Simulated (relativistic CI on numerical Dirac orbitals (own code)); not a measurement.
## Spin-allowed bands of a d3 ion in an octahedral site, by hand

Problem. Take Δ = 7480 cm⁻¹ and B = 440 cm⁻¹ for a d3 ion in an octahedral site. Calculate the three spin-allowed bands.

Working.
1. The terms of highest spin are 4F (energy 0) and 4P (15B = 6600 cm⁻¹). Here the F term splits into A2 at −1.2Δ = -8976, T2 at −0.2Δ = -1496 and T1 at +0.6Δ = 4488 cm⁻¹.
2. The two T1 states mix through the element 0.4Δ: H = [[4488, 2992], [2992, 6600]], with roots ½(H₁₁ + H₂₂) ∓ ½√[(H₂₂ − H₁₁)² + 4H₁₂²] = ½(11088) ∓ ½(6346) = 2371 and 8717 cm⁻¹.
3. The ground term is 4A2 at -8976 cm⁻¹.
4. Bands: 4T2 7480 cm⁻¹ (1337 nm), 4T1(F) 11347 cm⁻¹ (881 nm), 4T1(P) 17693 cm⁻¹ (565 nm).

Check. Exact diagonalisation of the whole d3 shell with these parameters gives 4T2 7480, 4T1 11347, 4T1 17693 cm⁻¹. The match is exact, since without spin-orbit coupling no other term has this spin. The ratio of the second band to the first, 1.517, depends on Δ/B = 17.0 alone, which is how a Tanabe-Sugano diagram is read.
